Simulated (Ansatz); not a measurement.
```yaml
crystal:
  periodic: [false, false, false]
  atoms:
    - {symbol: C, position_ang: [0.491361, -1.852746, -0.595933]}
    - {symbol: C, position_ang: [0.161165, -1.177274, -0.093695]}
    - {symbol: Si, position_ang: [-0.335515, -0.183502, 0.659982]}
    - {symbol: C, position_ang: [-0.144163, 1.132147, 0.053929]}
    - {symbol: O, position_ang: [-0.410293, 1.884493, 0.537758]}
    - {symbol: O, position_ang: [0.353139, 1.325714, -0.830447]}
    - {symbol: H, position_ang: [0.914942, -2.448748, -1.041407]}
    - {symbol: H, position_ang: [-1.672111, -0.264820, 0.913850]}
    - {symbol: H, position_ang: [0.198423, -0.122403, 1.921930]}
    - {symbol: H, position_ang: [0.472629, 1.831760, -1.041858]}
basis:
  gaussian: {orbitals: def2-SVP, fitting: {mean_field: def2-universal-jkfit}}
total_charge: 1
magnetization: {spin_polarized: true, initial_magnetization: 1}
hamiltonian: {xc: {name: wB97X}}
```

```sh
$ ansatz run in.yaml --threads 4 --pin off --events-out ev --progress --plain --max-ram 10444MiB
```

It prints (some lines left out):

```
Functional definition: wB97X
579 factors; integrals over basis functions are off by at most 2.6e-1 eV
579 factors; integrals over basis functions are off by at most 3.2e-7 eV
mean field evaluation 1: about -15059.3049 eV, gradient 6.7e1 eV
mean field evaluation 2: about -15062.0510 eV, gradient 6.6e1 eV
mean field evaluation 4: about -15078.1716 eV, gradient 5.8e0 eV
mean field evaluation 8: about -15078.5527 eV, gradient 3.9e-1 eV
mean field evaluation 16: about -15078.5740 eV, gradient 8.2e-3 eV
mean field -15078.57396564 eV, -554.1273726129 hartree, gradient 9.0e-5 eV, S^2 0.753669; 0 other end points of the search recorded, 0 dependent functions left out
reference -15078.57393928 eV, -554.1273716442 hartree; 26, 25 occupied and 82, 83 virtual orbitals, 579 factors
Total energy: -15078.57393928 eV, -554.1273716442 hartree
```

In this input the geometry is squeezed to about two thirds of its size. The run converged. The result belongs to that input, not to the molecule as meant.
